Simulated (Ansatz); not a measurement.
Geometry optimisation, Ansatz 0.2.0, RKS PBE/def2-SVP.

Input:

```yaml
crystal:
  periodic: [false, false, false]
  atoms:
    - { symbol: B, position_ang: [-0.00711, -0.452331, -0.302692] }
    - { symbol: Cl, position_ang: [0.3639, 0.40629, 2.612485] }
    - { symbol: F, position_ang: [1.051357, 0.184194, -0.804129] }
    - { symbol: F, position_ang: [-1.190129, 0.151476, -0.442084] }
    - { symbol: Si, position_ang: [0.113033, -2.289791, 0.424331] }
    - { symbol: H, position_ang: [-0.514338, -3.294298, -0.510498] }
    - { symbol: H, position_ang: [1.525645, -2.709903, 0.71728] }
    - { symbol: H, position_ang: [-0.673749, -2.379439, 1.718456] }
    - { symbol: H, position_ang: [-0.174409, -0.824497, 2.628553] }
basis:
  gaussian: { orbitals: def2-SVP }
hamiltonian:
  xc: pbe
relax:
  f_tol: 0.03
  max_steps: 50
```

Launched with:

```bash
$ ansatz run input.yaml --threads 2 --pin off --max-ram 3072MiB --backend cpu --events-out ev --progress --plain --runs-dir out
```

Task: Where does it end, and by what steps?

Result: The forces met the threshold. After 37 steps the energy has fallen by 0.110 eV; H9 moved furthest, 1.32 Å.

```tsv
step	energy less start (eV)	largest force component (eV/Å)	accepted
0	0.0000	0.905	yes
2	-0.0417	0.698	no
4	-0.0620	0.473	yes
6	-0.0739	0.127	yes
8	-0.0783	0.073	yes
10	-0.0786	0.394	no
12	-0.0842	0.314	no
14	-0.0851	0.133	no
16	-0.0870	0.036	yes
18	-0.0890	0.113	yes
20	-0.0915	0.193	yes
22	-0.0952	0.130	yes
24	-0.0940	0.319	no
26	-0.0942	0.420	no
28	-0.1010	0.053	yes
30	-0.1029	0.346	yes
32	-0.1077	0.102	yes
34	-0.1092	0.047	yes
36	-0.1096	0.035	yes
37	-0.1097	0.021	yes
```

```xyz
9
Properties=species:S:1:pos:R:3
B -0.068 -0.534 -0.172
Cl 0.687 0.117 2.868
F 0.831 0.109 -0.912
F -1.151 0.177 0.179
Si 0.138 -2.499 0.323
H -0.222 -3.347 -0.871
H 1.563 -2.805 0.695
H -0.777 -2.873 1.455
H -0.507 0.447 2.477
```

Whether the end is a true minimum wasn't checked by a vibrational analysis.

Run time: 80 s on 2 threads of Arm Neoverse V1 (shared host), peak memory 0.15 GiB.
